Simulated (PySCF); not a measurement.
C5H10, SMILES CC1CCC1.

Coordinates come from a B3LYP-D3(BJ)/def2-SVP optimisation.

Two levels are set side by side: TDDFT-PBE/def2-SVPD (PySCF) and TDDFT-CAM-B3LYP/def2-SVPD (PySCF). Vertical, same geometry. The lowest singlet is HOMO→LUMO 100 % with PBE and HOMO→LUMO 90 % with the other functional; states are paired by order. Differences are taken from unrounded values.

```
quantity                               TDDFT-CAM-B3LYP  TDDFT-PBE  TDDFT-PBE minus TDDFT-CAM-B3LYP
-------------------------------------  ---------------  ---------  -------------------------------
lowest singlet excitation (eV)                    8.28       7.24                            -1.04
lowest triplet excitation (TDA) (eV)              8.10       7.12                            -0.98
first bright state (f over 0.05) (eV)             8.34       7.32                            -1.02
its oscillator strength                           0.06       0.06                             0.00
```

Functionals without exact exchange tend to place singlet excitations lower, as here. Differences between two approximate levels are no errors against the true value.

Rough cost on one machine, each run with all the roots and properties that it gave: TDDFT-CAM-B3LYP against TDDFT-PBE about 9 times.
